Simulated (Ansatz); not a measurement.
`[CH3][In]([Cl])[Br]` and `[CH3][Al]([Cl])[Br]` differ in one element.

Ansatz, PBE0-D4/def2-TZVP geometries, multiplicity 1. 

Elements past krypton have def2 core potentials. Scalar relativity is left out up to krypton.

```json
{"property": "LUMO energy (PBE0/def2-TZVPP) / eV", "`[CH3][In]([Cl])[Br]`": "-1.70"}
{"property": "LUMO energy (ωB97M-V/def2-TZVPP) / eV", "`[CH3][In]([Cl])[Br]`": "0.00"}
{"property": "LUMO energy (PBE/def2-TZVPP) / eV", "`[CH3][In]([Cl])[Br]`": "-2.56"}
{"property": "HOMO–LUMO gap (ωB97M-V/def2-TZVPP) / eV", "`[CH3][In]([Cl])[Br]`": "10.39"}
{"property": "HOMO–LUMO gap (PBE/def2-TZVPP) / eV", "`[CH3][In]([Cl])[Br]`": "4.40"}
{"property": "HOMO energy (PBE/def2-TZVPP) / eV", "`[CH3][In]([Cl])[Br]`": "-6.96"}
```

(1) Give the same properties after the change, and the shifts. (Estimate.)

## Answers

(1) Computed: 
```csv
property,`[CH3][Al]([Cl])[Br]`,shift
LUMO energy (PBE0/def2-TZVPP) / eV,-1.01,0.69
LUMO energy (ωB97M-V/def2-TZVPP) / eV,0.66,0.66
LUMO energy (PBE/def2-TZVPP) / eV,-1.78,0.78
HOMO–LUMO gap (ωB97M-V/def2-TZVPP) / eV,11.39,1.00
HOMO–LUMO gap (PBE/def2-TZVPP) / eV,5.47,1.07
HOMO energy (PBE/def2-TZVPP) / eV,-7.24,-0.28
```

With PBE0 the HOMO falls by 0.31 eV and the LUMO rises by 0.69 eV, so the gap widens by about 1.00 eV. PBE moves the HOMO by -0.28 eV and ωB97M-V by -0.34 eV.

Spin–orbit coupling is left out; it splits and shifts lone-pair levels of the heavy atoms by tenths of an eV.
